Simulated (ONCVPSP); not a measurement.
u(r) = r·R(r): atom against pseudo-atom (Tb (Z = 65))

Columns: radius, all-electron u(r) and pseudo u(r) of the 5d shell (level -2.17 eV) of terbium in the configuration [Kr] 4d10 4f8 5s2 5p6 5d1.5 6s1.5; LDA (Perdew-Wang 92), scalar-relativistic, ONCV scheme, ONCVPSP 4.0.1.

```
r (bohr)  all-electron  pseudo
   0.140        0.1619  0.0014
   0.280       -0.0550  0.0111
   0.420       -0.2373  0.0355
   0.560       -0.2168  0.0778
   0.700       -0.0844  0.1377
   0.840        0.0767  0.2111
   0.980        0.2256  0.2918
   1.120        0.3479  0.3723
   1.260        0.4413  0.4459
   1.400        0.5087  0.5073
   1.540        0.5545  0.5538
   1.680        0.5832  0.5850
   1.820        0.5985  0.6020
   1.960        0.6038  0.6076
   2.100        0.6015  0.6044
   2.240        0.5937  0.5954
   2.380        0.5820  0.5826
   2.520        0.5674  0.5676
   2.660        0.5510  0.5510
   2.800        0.5333  0.5332
   2.940        0.5148  0.5148
   3.080        0.4960  0.4959
   3.220        0.4770  0.4770
   3.360        0.4581  0.4580
   3.500        0.4393  0.4393
   3.640        0.4209  0.4209
```

Task: How many radial nodes do the two functions have?

Result: The all-electron 5d function has n − l − 1 = 2; the pseudo-wave has 0, since the states of the same l below it are removed with the core.

Task: At about which radius was the pseudo-wave matched?

Result: 2.80 bohr. The columns agree to 0.0005 from 2.52 bohr on; several derivatives are matched, so the curves merge somewhat inside the radius.

Task: Where does each function peak?

Result: Outermost all-electron maximum near 1.96 bohr, pseudo maximum near 1.96 bohr (to the table’s step).

Task: Is the pseudo-wave norm-conserving?

Result: Yes: the ONCV scheme keeps the norm inside the radius equal to the all-electron one, which fixes the energy derivative of the logarithmic derivative at the level.
